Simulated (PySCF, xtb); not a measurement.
C₂H₂Cl, multiplicity 2. Atoms are numbered in the order given.

```xyz
5

C      0.2431     1.6952     0.0000
C     -0.5178     0.6453     0.0000
Cl     0.1159    -0.9825     0.0000
H      1.2787     1.9889     0.0000
H     -1.6008     0.6713     0.0000
```
Charge 0, spin multiplicity 2.

Geometry optimised at PBE0-D3(BJ)/def2-TZVP. The isomer is the one that the SMILES or the coordinates give; other isomers of the formula were not compared.

Calculation: IEF-PCM-M06-2X/def2-SVP run with PySCF.

The values are the electrostatic part of the solvation free energy, E(continuum) − E(gas) at the gas-phase geometry, in a cavity of scaled van der Waals radii (PySCF's table); cavitation and dispersion terms are not included. The dipole moment in vacuum is 0.98 D.

```csv
solvent,ε,ΔG(elec) (kcal/mol),dipole (D)
water,78.36,-2.2,1.27
diethylether,4.24,-1.5,1.18
dichloromethane,8.93,-1.9,1.23
```

For comparison, GFN2-xTB/ALPB(water) (xtb, at the GFN2-xTB geometry, all terms of that model) gives -2.1 kcal/mol.
